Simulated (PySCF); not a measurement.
Computed shifts of a molecule C₃H₉FOSi, PBE/pcSseg-1 in PySCF, GIAO, gas phase, atoms alike by connectivity averaged where their shifts nearly agree, in ppm (number of nuclei): ¹³C: 72.7 (1), 69.1 (1), -2.2 (1). ²⁹Si: 25.6 (1). ¹⁹F: -230.9 (1). ¹H: 5.47 (1), 3.70 (3), 3.65 (1), 3.16 (1), 0.69 (3). References: ¹³C against TMS (σ = 182.0 ppm); ¹⁷O against H2O (σ = 334.3 ppm); ²⁹Si against TMS (σ = 335.4 ppm); ¹⁹F against CFCl3 (σ = 133.6 ppm); ¹H against TMS (σ = 31.49 ppm), references at their B3LYP-D3(BJ)/def2-TZVP geometries, non-relativistic. Geometry optimised at TPSSh-D3(BJ)/def2-SVP. One conformer was computed; it need not be the lowest.

Pick the molecule that these values belong to.
A. COC[C@@H](F)[SiH3]
B. C[C@H](CO)[SiH2]F
C. C[Si@H](F)CCO
D. COC[Si@H](C)F

D, COC[Si@H](C)F
